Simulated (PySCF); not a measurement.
PySCF input (BP86/def2-SVP):

```python
from pyscf import gto, dft

mol = gto.M(
    atom='''
    C    -2.05479400    0.21347300   -0.00921600
    C    -0.80072100   -0.38068300   -0.53436500
    B     0.59480900   -0.06953900   -0.00619400
    F     0.79010400    0.78663600    0.99755800
    F     1.68506800   -0.63655300   -0.52049400
    H    -1.87478700    0.90930800    0.80918400
    H    -2.74025900   -0.56680800    0.34423900
    H    -2.59900600    0.74340200   -0.80082100
    H    -0.90345900   -1.08569100   -1.35372800
    ''',
    basis='def2-svp',
    charge=0,
    spin=1,
    verbose=4,
)

mf = dft.UKS(mol, xc='bp86')
mf.grids.level = 3
mf.conv_tol = 1e-9
mf.max_cycle = 100
mf.max_memory = 1500
mf.kernel()
if not mf.converged:
    mf = mf.newton()
    mf.kernel(mf.make_rdm1())
mo, _, stable, _ = mf.stability(return_status=True)
if not stable:
    mf.kernel(mf.make_rdm1(mo, mf.mo_occ))
    stable = mf.stability(return_status=True)[2]
mf.dip_moment()
```

From the output:

```
  HOMO = -0.209977226842  LUMO = -0.14815280938  gap/eV = 1.68233
cycle= 6 E= -302.995055150798  delta_E= -2.37e-05  |g|= 0.0015  |ddm|= 0.00989
  alpha nocc = 20  HOMO = -0.209987195207988  LUMO = 0.0456634362676369
  beta  nocc = 19  HOMO = -0.304531415146506  LUMO = -0.147970784597659
  HOMO = -0.209987195208  LUMO = -0.147970784598  gap/eV = 1.68755
cycle= 7 E= -302.995056369292  delta_E= -1.22e-06  |g|= 0.000457  |ddm|= 0.00225
  alpha nocc = 20  HOMO = -0.210045029129595  LUMO = 0.0456736795380288
  beta  nocc = 19  HOMO = -0.304540610817699  LUMO = -0.147961320561056
  HOMO = -0.21004502913  LUMO = -0.147961320561  gap/eV = 1.68938
cycle= 8 E= -302.995056494567  delta_E= -1.25e-07  |g|= 0.00041  |ddm|= 0.000811
  alpha nocc = 20  HOMO = -0.210038916714979  LUMO = 0.0456653926765247
  beta  nocc = 19  HOMO = -0.304534674252002  LUMO = -0.147947194125306
  HOMO = -0.210038916715  LUMO = -0.147947194125  gap/eV = 1.68960
cycle= 9 E= -302.995056554454  delta_E= -5.99e-08  |g|= 9.43e-05  |ddm|= 0.000354
  alpha nocc = 20  HOMO = -0.210033375740975  LUMO = 0.0456651976760027
  beta  nocc = 19  HOMO = -0.30453365305465  LUMO = -0.147941965710212
  HOMO = -0.210033375741  LUMO = -0.14794196571  gap/eV = 1.68959
cycle= 10 E= -302.995056557406  delta_E= -2.95e-09  |g|= 3.88e-05  |ddm|= 9.9e-05
  alpha nocc = 20  HOMO = -0.210036064918386  LUMO = 0.0456670894267561
  beta  nocc = 19  HOMO = -0.304533848697161  LUMO = -0.147945868797789
  HOMO = -0.210036064918  LUMO = -0.147945868798  gap/eV = 1.68956
cycle= 11 E= -302.995056557882  delta_E= -4.76e-10  |g|= 2.58e-05  |ddm|= 4.83e-05
  alpha nocc = 20  HOMO = -0.210034754716884  LUMO = 0.0456651946657884
  beta  nocc = 19  HOMO = -0.304535045262391  LUMO = -0.14794495159707
  HOMO = -0.210034754717  LUMO = -0.147944951597  gap/eV = 1.68955
Extra cycle  E= -302.995056557422  delta_E= 4.6e-10  |g|= 4.33e-05  |ddm|= 5.14e-05
converged SCF energy = -302.995056557422  <S^2> = 0.75234819  2S+1 = 2.0023468
uhf_internal: lowest eigs of H = [0.72265903 0.74804322 0.77108097]
<class 'pyscf.dft.uks.UKS'> wavefunction is stable in the internal stability analysis
Dipole moment(X, Y, Z, Debye): -2.23219, -0.24141, -0.55158
```

The geometry given is a B3LYP-D3(BJ)/def2-TZVP minimum.
